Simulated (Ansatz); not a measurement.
Molecule: C2H6FSi (charge 0, doublet). It need not be the lowest isomer of its formula. 
Coordinates optimised at B3LYP-D3(BJ)/def2-TZVP (Ansatz, a quantum-chemistry and plane-wave program):
```
Si
F 1 1.6217
C 1 1.8758 2 107.19
H 3 1.0904 1 111.49 2 60.84
H 3 1.0918 4 108.31 1 -121.75
H 3 1.0947 4 108.31 5 -117.38
C 1 1.8758 2 107.19 3 -120.33
H 7 1.0904 1 111.49 2 -60.84
H 7 1.0918 8 108.31 1 121.75
H 7 1.0947 8 108.31 9 117.38
```
Charge 0, spin multiplicity 2.

Quantity: atomisation energy (electronic, to ground-state atoms), in eV. Valence correlation only, unless marked. Open shells are spin-unrestricted. No spin-orbit coupling. No relativistic terms. The coupled-cluster limit lacks core correlation, which all-electron functionals hold. CBS marks a two-point X^-3 extrapolation of the correlation energy; Hartree-Fock from the larger set.

```json
[
 {"level": "HF/6-31G*", "program": "Ansatz", "atomisation energy (eV)": "29.27"},
 {"level": "PBE-D4/def2-TZVPD", "program": "Ansatz + dftd4", "atomisation energy (eV)": "39.27"},
 {"level": "revPBE/def2-TZVPD", "program": "Ansatz", "atomisation energy (eV)": "37.90"},
 {"level": "CAM-B3LYP-D3(BJ)/def2-TZVPD", "program": "Ansatz + dftd3", "atomisation energy (eV)": "38.95"}
]
```

Task: Predict the CCSD(T)/CBS(cc-pV(T+d)Z,cc-pV(Q+d)Z) result (Ansatz).

Result: 38.82 eV
